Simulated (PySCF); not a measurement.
Successive ionisation energies of one element at GMP2 (screened spin-orbit), starting from the ion with 45 electrons. Calculated with PySCF 2.14, two-component X2C-1e (Gaussian nucleus, no Breit or QED terms), each ion in its own even-tempered basis; GMP2 freezes the deep shells of the larger ions and drops the highest virtual spinors; eV.

984.98, 1031.3, 1080.8, 1128.7, 1177.2, 1242.5, 1292.1, 1345.7, 1396.1, 1587.8, 1637.5, 1691.7

Which element is it?

Lutetium (Lu, Z = 71); the list starts at Lu²⁶⁺. The hydrogenic estimate 13.606 eV × (q + 1)²/n² with q = 26 and n = 4 gives 619.91 eV for the first entry, a lower bound because the other electrons screen the nucleus only in part.
